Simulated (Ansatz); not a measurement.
Born–Oppenheimer molecular dynamics of C₂H₈AlN (12 atoms, charge 0, multiplicity 1). It starts from a rough guess of a transition structure, not a stationary point.

The calculation used UKS PBE0/STO-3G in Ansatz.

```json
{"ensemble": "NVE (velocity Verlet)", "time step": "0.5 fs", "steps asked": "150", "starting velocities drawn for": "600 K", "seed": "217712"}
```

Frames 5 fs apart, positions in Å, forces in eV/Å.

Velocities at 0.0 fs (Å/ps):

```
Al -2.34 -2.42 -1.90
C 1.77 -6.17 0.89
N 0.48 7.08 -2.41
H 3.30 -13.05 17.06
C 2.54 -3.68 0.90
H -6.98 19.14 35.42
H -45.66 5.73 -33.25
H 39.33 14.46 50.88
H -4.00 21.91 9.87
H -15.64 4.53 -19.96
H 3.92 6.83 15.15
H 30.40 24.18 -12.29
```

```xyz
12
Properties=species:S:1:pos:R:3:forces:R:3 time_fs=0.0 energy_less_start_eV=0.000 T=600
Al -0.128 -0.613 -0.325 0.12 0.13 0.31
C 0.387 0.747 1.447 -0.45 -0.19 -1.86
N 0.036 -1.849 0.843 0.36 5.74 -0.48
H 0.258 -0.648 1.411 -0.20 -3.27 0.19
C -0.432 0.329 -2.071 0.07 -0.80 1.08
H -0.483 1.405 1.419 -0.21 0.13 0.08
H 1.214 1.292 0.989 0.23 0.08 -0.03
H 0.649 0.650 2.502 0.07 -0.13 0.27
H 0.002 -2.826 1.096 -0.15 -1.53 -0.02
H -0.754 1.374 -1.966 0.02 -0.18 0.21
H -1.212 -0.197 -2.642 0.07 0.08 0.12
H 0.463 0.335 -2.702 0.08 -0.06 0.12
12
Properties=species:S:1:pos:R:3:forces:R:3 time_fs=5.0 energy_less_start_eV=-0.985 T=1357
Al -0.138 -0.619 -0.332 0.73 4.96 1.50
C 0.384 0.721 1.450 -0.69 2.02 -2.72
N 0.041 -1.782 0.833 -1.01 -6.71 -1.68
H 0.241 -1.103 1.502 0.82 1.36 3.53
C -0.409 0.311 -2.060 -0.56 -0.73 0.38
H -0.468 1.430 1.597 0.15 -0.52 -0.23
H 1.074 1.360 0.832 0.05 -0.15 1.18
H 0.801 0.693 2.517 -0.16 -1.05 -1.86
H -0.028 -2.808 1.133 0.12 1.62 -0.73
H -0.804 1.335 -2.012 0.18 -0.02 0.89
H -1.209 -0.207 -2.614 0.60 -0.21 -0.34
H 0.498 0.415 -2.678 -0.23 -0.58 0.08
12
Properties=species:S:1:pos:R:3:forces:R:3 time_fs=10.0 energy_less_start_eV=-1.383 T=1671
Al -0.142 -0.585 -0.325 1.31 5.34 3.71
C 0.361 0.729 1.393 -0.36 0.47 -3.39
N 0.040 -1.771 0.819 1.18 -3.13 7.03
H 0.301 -1.562 1.986 -1.16 0.38 -5.68
C -0.396 0.279 -2.039 0.01 -0.83 0.04
H -0.458 1.364 1.749 -0.29 -0.23 0.14
H 0.992 1.434 0.871 0.58 1.04 -0.23
H 0.990 0.496 2.272 -0.60 -0.98 -0.38
H -0.076 -2.769 0.997 -0.43 -1.77 -1.52
H -0.819 1.282 -1.878 0.19 -0.20 0.10
H -1.106 -0.265 -2.660 -0.23 -0.07 -0.26
H 0.520 0.390 -2.646 -0.20 -0.04 0.46
12
Properties=species:S:1:pos:R:3:forces:R:3 time_fs=15.0 energy_less_start_eV=-2.588 T=2611
Al -0.135 -0.507 -0.284 1.34 1.37 5.08
C 0.335 0.749 1.265 1.54 0.76 -0.72
N 0.045 -1.835 0.871 -3.46 -4.39 -13.58
H 0.225 -1.821 1.752 1.99 0.75 9.85
C -0.390 0.228 -2.014 -0.33 -1.38 -0.31
H -0.482 1.221 1.887 0.70 -0.91 -0.64
H 0.971 1.645 0.944 -0.85 -1.20 0.39
H 1.041 0.144 1.967 -1.65 1.36 -1.17
H -0.172 -2.881 0.581 0.68 2.55 1.03
H -0.800 1.201 -1.726 -0.14 0.12 -0.84
H -1.021 -0.320 -2.742 -0.19 0.54 0.69
H 0.550 0.354 -2.551 0.37 0.41 0.23
12
Properties=species:S:1:pos:R:3:forces:R:3 time_fs=20.0 energy_less_start_eV=-2.355 T=2422
Al -0.117 -0.416 -0.203 -0.45 -2.24 1.66
C 0.324 0.787 1.117 -1.37 -0.83 1.20
N 0.025 -1.945 0.839 0.41 3.55 0.83
H 0.240 -1.971 2.013 -1.23 -0.74 -5.55
C -0.384 0.155 -1.992 1.41 1.00 0.99
H -0.409 0.902 1.919 -0.50 0.25 -0.37
H 0.853 1.697 1.052 1.17 1.05 -0.36
H 0.877 -0.055 1.498 1.92 0.84 1.31
H -0.190 -2.762 0.257 0.04 -1.82 1.47
H -0.809 1.140 -1.746 -0.15 0.00 -0.56
H -1.006 -0.305 -2.733 -0.32 -0.66 -0.54
H 0.632 0.395 -2.394 -0.93 -0.39 -0.10
12
Properties=species:S:1:pos:R:3:forces:R:3 time_fs=25.0 energy_less_start_eV=-2.006 T=2144
Al -0.104 -0.347 -0.108 -2.49 -7.81 -4.63
C 0.302 0.827 0.998 3.80 3.01 6.93
N 0.002 -2.008 0.769 -0.77 2.76 -5.62
H 0.097 -2.286 1.697 0.45 0.05 3.77
C -0.367 0.095 -1.955 -1.58 0.70 0.08
H -0.396 0.646 1.841 0.23 1.04 -0.08
H 0.857 1.804 1.108 -1.23 -1.25 -0.57
H 1.062 -0.007 1.307 -0.06 2.27 0.54
H -0.180 -2.901 0.287 -0.18 0.09 -0.63
H -0.852 1.086 -1.885 0.07 -0.15 0.20
H -0.994 -0.388 -2.748 1.15 -0.38 0.90
H 0.616 0.370 -2.305 0.62 -0.32 -0.90
12
Properties=species:S:1:pos:R:3:forces:R:3 time_fs=30.0 energy_less_start_eV=-2.307 T=2387
Al -0.110 -0.342 -0.051 -1.69 -6.48 -5.07
C 0.339 0.906 0.999 2.26 0.46 4.35
N -0.033 -2.035 0.638 -0.30 -2.83 2.61
H 0.012 -2.434 1.713 0.06 2.85 -2.97
C -0.365 0.051 -1.912 1.59 0.66 -0.44
H -0.354 0.611 1.786 0.37 1.09 1.30
H 0.690 1.875 1.041 -0.87 3.19 -0.72
H 1.307 0.473 1.275 0.05 -0.81 0.96
H -0.195 -3.047 0.245 0.09 2.85 -0.77
H -0.890 1.010 -2.000 -0.07 -0.03 0.08
H -0.814 -0.603 -2.642 -0.60 -0.83 -0.02
H 0.647 0.259 -2.367 -0.89 -0.13 0.68
12
Properties=species:S:1:pos:R:3:forces:R:3 time_fs=35.0 energy_less_start_eV=-3.883 T=3598
Al -0.131 -0.392 -0.035 0.68 -0.60 -1.19
C 0.428 1.023 1.090 -0.55 2.70 1.13
N -0.071 -2.071 0.517 0.61 5.91 2.51
H -0.051 -2.133 1.565 -0.05 -1.35 -1.13
C -0.349 0.009 -1.881 -0.78 -1.98 -0.72
H -0.221 0.831 1.982 0.79 0.66 -0.04
H 0.272 2.207 0.825 0.50 -3.99 0.43
H 1.490 0.875 1.425 -0.98 0.33 -0.22
H -0.234 -2.856 -0.032 -0.73 -3.28 -1.19
H -0.943 0.910 -2.092 -0.12 -0.51 -0.15
H -0.703 -0.905 -2.451 -0.41 1.48 0.65
H 0.609 0.149 -2.345 1.05 0.62 -0.08
12
Properties=species:S:1:pos:R:3:forces:R:3 time_fs=40.0 energy_less_start_eV=-3.056 T=2961
Al -0.146 -0.447 -0.032 2.16 5.51 1.40
C 0.506 1.175 1.205 -1.97 -4.10 0.47
N -0.106 -2.050 0.399 -0.70 -2.88 -2.26
H -0.112 -2.150 1.417 -0.10 -1.98 0.37
C -0.336 -0.057 -1.861 1.08 0.77 0.00
H 0.052 1.189 2.208 -0.69 -0.53 -0.24
H -0.053 1.907 0.665 0.76 1.91 -0.45
H 1.542 1.340 1.529 0.19 0.36 -1.70
H -0.347 -2.887 -0.313 0.65 2.18 3.37
H -1.024 0.715 -2.212 0.10 0.05 0.22
H -0.703 -1.002 -2.192 -0.23 -0.95 -1.39
H 0.684 0.142 -2.295 -1.25 -0.34 0.21
12
Properties=species:S:1:pos:R:3:forces:R:3 time_fs=45.0 energy_less_start_eV=-1.646 T=1876
Al -0.143 -0.457 -0.016 2.49 6.94 2.63
C 0.543 1.274 1.319 -1.09 -1.13 -3.88
N -0.145 -2.048 0.276 0.48 -4.26 7.88
H -0.184 -2.590 1.285 0.67 2.78 -2.81
C -0.320 -0.127 -1.844 -2.58 -1.68 -0.45
H 0.198 1.448 2.356 -0.59 -0.51 -0.61
H -0.138 1.793 0.537 1.14 0.80 2.28
H 1.565 1.821 1.292 -1.63 -1.74 -0.64
H -0.433 -2.822 -0.224 -1.33 -2.80 -3.65
H -1.079 0.532 -2.277 0.30 0.53 0.48
H -0.701 -1.142 -2.169 1.13 1.05 -0.30
H 0.634 0.097 -2.258 1.00 0.04 -0.93
12
Properties=species:S:1:pos:R:3:forces:R:3 time_fs=50.0 energy_less_start_eV=-1.706 T=1923
Al -0.118 -0.410 0.021 1.92 2.21 2.47
C 0.559 1.337 1.367 -2.30 -2.20 -4.31
N -0.190 -2.128 0.216 -1.76 0.09 -5.69
H -0.136 -2.668 0.994 0.64 -2.79 5.28
C -0.333 -0.214 -1.837 1.61 1.37 -1.39
H 0.230 1.584 2.384 0.89 -0.62 0.15
H -0.102 1.933 0.773 -2.67 0.76 -0.25
H 1.341 1.958 0.922 2.16 -1.10 1.42
H -0.606 -2.869 -0.515 1.24 2.93 1.61
H -1.083 0.465 -2.248 -0.01 0.15 0.13
H -0.520 -1.180 -2.259 -0.66 -1.04 -0.21
H 0.646 0.039 -2.346 -1.06 0.23 0.79
12
Properties=species:S:1:pos:R:3:forces:R:3 time_fs=55.0 energy_less_start_eV=-1.895 T=2066
Al -0.076 -0.341 0.080 0.66 -1.87 0.93
C 0.521 1.372 1.324 -4.19 0.45 -2.50
N -0.246 -2.226 0.146 2.09 3.61 4.83
H -0.003 -2.867 1.077 -1.57 1.48 -4.27
C -0.329 -0.290 -1.855 -0.14 0.13 0.11
H 0.450 1.550 2.429 1.16 -1.49 -0.63
H -0.383 2.128 1.088 2.41 -1.71 -0.36
H 1.430 1.816 0.842 -0.62 -0.25 0.87
H -0.665 -2.541 -0.742 -0.02 -1.56 0.61
H -1.091 0.429 -2.187 -0.27 -0.54 -0.15
H -0.446 -1.298 -2.342 -0.67 1.08 0.84
H 0.562 0.054 -2.338 1.16 0.68 -0.27
```

Of the whole run (75 fs, mean temperature of the second half 2104 K): The conserved energy stayed within 1.6 meV per atom of its start (net change -0.077 meV per atom), so the integration is sound. The system heated up, since it started high on the potential surface and ran downhill. A run of 0.075 ps of so small a system gives no equilibrium averages. The orbitals stay closed-shell, which can raise the energy where a bond breaks towards radicals; this wasn't checked here. Limits of this set-up: minimal basis.

Time of the run: 8.7 min on 1 CPU thread of a shared host.
